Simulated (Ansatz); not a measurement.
The cluster ScAu₄⁺, relaxed as a singlet with RKS B3LYP-D4/def2-SVP in Ansatz, starting from the GFN1-xTB geometry. Force threshold 0.02 eV/Å.

In the def2 sets Au takes a core potential; there is no spin–orbit coupling. Another isomer (singlet) lies 0.08 eV lower at PBE0-D4/def2-TZVP; other spin states weren't run for this one.

Start:

```xyz
5

Sc   -0.692   -0.705    0.713
Au   -2.231   -0.058    2.548
Au    0.920    0.337   -1.016
Au    0.556   -2.296   -0.885
Au    1.447    2.722   -1.359
```

```json
{"step": "1", "energy (eV)": "-35473.8949", "largest force component (eV/Å)": "1.286", "SCF passes": "25"}
{"step": "2", "energy (eV)": "-35474.0752", "largest force component (eV/Å)": "0.542", "SCF passes": "31"}
{"step": "3", "energy (eV)": "-35474.1680", "largest force component (eV/Å)": "0.440", "SCF passes": "30"}
{"step": "4", "energy (eV)": "-35474.2097", "largest force component (eV/Å)": "0.284", "SCF passes": "30"}
{"step": "5", "energy (eV)": "-35474.2626", "largest force component (eV/Å)": "0.137", "SCF passes": "30"}
{"step": "6", "energy (eV)": "-35474.3360", "largest force component (eV/Å)": "0.298", "SCF passes": "31"}
{"step": "7", "energy (eV)": "-35474.4564", "largest force component (eV/Å)": "0.348", "SCF passes": "30"}
{"step": "8", "energy (eV)": "-35474.5962", "largest force component (eV/Å)": "0.268", "SCF passes": "31"}
{"step": "9", "energy (eV)": "-35474.6006", "largest force component (eV/Å)": "0.591", "SCF passes": "31"}
{"step": "10", "energy (eV)": "-35474.6494", "largest force component (eV/Å)": "0.193", "SCF passes": "31"}
{"step": "11", "energy (eV)": "-35474.6577", "largest force component (eV/Å)": "0.308", "SCF passes": "30"}
{"step": "12", "energy (eV)": "-35474.6698", "largest force component (eV/Å)": "0.178", "SCF passes": "31"}
{"step": "13", "energy (eV)": "-35474.6747", "largest force component (eV/Å)": "0.076", "SCF passes": "29"}
{"step": "14", "energy (eV)": "-35474.6758", "largest force component (eV/Å)": "0.009", "SCF passes": "25"}
```

Force components are those of the run's own axes.

End:

```csv
atom,x (Å),y (Å),z (Å)
Sc1,-0.867,0.057,-0.007
Au2,-1.483,0.057,2.334
Au3,1.627,-0.087,-1.093
Au4,0.212,-2.318,-0.654
Au5,0.512,2.291,-0.580
```

Bonds formed: Sc1–Au5 (atoms count from 1).

No frequencies were taken in this run, so the end may be a saddle point.

It took 62 s on 4 threads of Intel Xeon 6975P-C on a shared host, peak host memory 0.58 GiB.
